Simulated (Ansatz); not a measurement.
Geometry optimisation, Ansatz, RKS PBE0-D4/def2-SVP.

Input:

```yaml
crystal:
  periodic: [false, false, false]
  atoms:
    - { symbol: B, position_ang: [-0.80651, -0.370081, 0.8538] }
    - { symbol: Si, position_ang: [0.297996, 1.054368, 0.048958] }
    - { symbol: Cl, position_ang: [-2.538429, -0.419914, 0.622716] }
    - { symbol: Cl, position_ang: [-0.080291, -1.517765, 1.961139] }
    - { symbol: H, position_ang: [1.145702, -1.161796, -1.290122] }
    - { symbol: Cl, position_ang: [0.149044, -1.873585, -1.758328] }
    - { symbol: H, position_ang: [-0.297739, 1.590652, -1.210429] }
    - { symbol: H, position_ang: [0.458736, 2.170376, 1.034958] }
    - { symbol: H, position_ang: [1.671491, 0.527746, -0.262691] }
basis:
  gaussian: { orbitals: def2-SVP }
hamiltonian:
  xc: pbe0
  dispersion: d4
relax:
  f_tol: 0.03
  max_steps: 50
```

Launched with:

```bash
$ ansatz run input.yaml --threads 2 --pin off --max-ram 3072MiB --backend cpu --events-out ev --progress --plain --runs-dir out
```

Task: Where does it end, and by what steps?

Result: The run converged. The force dipped under the threshold on the way, but the program's further checks kept it going. After 22 steps the energy has fallen by 0.077 eV; H5 moved furthest, 1.08 Å.

```csv
step,energy less start (eV),largest force component (eV/Å),accepted
0,0.0000,0.548,yes
1,-0.0338,0.461,yes
2,-0.0181,1.096,no
3,-0.0436,0.272,yes
4,-0.0494,0.033,yes
5,-0.0522,0.256,yes
6,-0.0460,0.707,no
7,-0.0561,0.077,yes
8,-0.0590,0.027,yes
9,-0.0550,0.572,no
10,-0.0604,0.165,yes
11,-0.0613,0.199,yes
12,-0.0663,0.047,yes
13,-0.0658,0.403,no
14,-0.0681,0.033,yes
15,-0.0703,0.135,yes
16,-0.0648,0.546,no
17,-0.0727,0.064,yes
18,-0.0745,0.065,yes
19,-0.0752,0.225,yes
20,-0.0771,0.010,yes
21,-0.0771,0.038,yes
22,-0.0773,0.005,yes
```

```xyz
9
Properties=species:S:1:pos:R:3
B -0.727 -0.348 0.807
Si 0.291 1.233 0.065
Cl -2.471 -0.410 0.747
Cl 0.112 -1.662 1.633
H 0.840 -2.144 -0.955
Cl 0.337 -1.634 -2.027
H -0.344 1.745 -1.185
H 0.238 2.321 1.097
H 1.725 0.898 -0.181
```

The run took 58 s on 2 threads of Arm Neoverse V2, on a shared host, peak memory 0.25 GiB.
